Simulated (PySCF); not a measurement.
C₂H₉NSi₂.
SMILES with atom numbers: `[CH2:1]=[N:2][SiH2:3][SiH2:4][CH3:5]` (hydrogens: H6, H7 on C1; H8, H9 on Si3; H10, H11 on Si4; H12, H13, H14 on C5)

Method: PySCF, PBE0-D3(BJ)/def2-SVP geometry optimisation, gas phase.

List the bond lengths, angles and torsions at this level.

```json
{"bond": "C1=N2", "length (Å)": "1.262"}
{"bond": "N2–Si3", "length (Å)": "1.762"}
{"bond": "Si3–Si4", "length (Å)": "2.345"}
{"bond": "Si4–C5", "length (Å)": "1.883"}
{"bond": "C1–H6", "length (Å)": "1.112"}
{"bond": "C1–H7", "length (Å)": "1.107"}
{"bond": "Si3–H8", "length (Å)": "1.494"}
{"bond": "Si3–H9", "length (Å)": "1.506"}
{"bond": "Si4–H10, Si4–H11", "length (Å)": "1.499"}
{"bond": "C5–H12, C5–H13, C5–H14", "length (Å)": "1.101"}
```

Bonds in one row agree within 0.01 Å and their mean is given. A selection of angles:
```json
{"angle": "N2–C1–H6", "degrees": "124.6"}
{"angle": "N2–C1–H7", "degrees": "120.4"}
{"angle": "H6–C1–H7", "degrees": "115.0"}
{"angle": "C1–N2–Si3", "degrees": "125.9"}
{"angle": "N2–Si3–Si4", "degrees": "104.7"}
{"angle": "N2–Si3–H8", "degrees": "107.2"}
{"angle": "N2–Si3–H9", "degrees": "112.8"}
{"angle": "Si4–Si3–H8", "degrees": "110.8"}
{"angle": "Si4–Si3–H9", "degrees": "112.7"}
{"angle": "H8–Si3–H9", "degrees": "108.5"}
{"angle": "Si3–Si4–C5", "degrees": "109.0"}
{"angle": "Si3–Si4–H10", "degrees": "108.1"}
{"angle": "Si3–Si4–H11", "degrees": "110.0"}
{"angle": "C5–Si4–H10", "degrees": "110.6"}
{"angle": "H10–Si4–H11", "degrees": "107.6"}
{"angle": "Si4–C5–H12", "degrees": "110.6"}
{"angle": "Si4–C5–H13", "degrees": "109.5"}
{"angle": "H12–C5–H13", "degrees": "107.9"}
{"angle": "H13–C5–H14", "degrees": "108.8"}
```

Torsions: C1–N2–Si3–Si4 -114° (anticlinal); N2–Si3–Si4–C5 -51° (synclinal). The mirror-image conformer, all signs reversed, is as good.

Si4 (SiH2 silicon) is tetrahedral (angles from 107.6° to 111.5°). Si3 (SiH2 silicon) is distorted tetrahedral (angles from 104.7° to 112.8°).

Point group: C1 (no symmetry element, even within 0.4 Å). Whether it is a minimum is left open (no frequencies). The numbers are those of one conformer.

The run took 49 s wall on Arm Neoverse V1, one thread, no GPU, on a shared host, and the process peaked at 0.52 GiB of memory. This is the geometry optimisation.
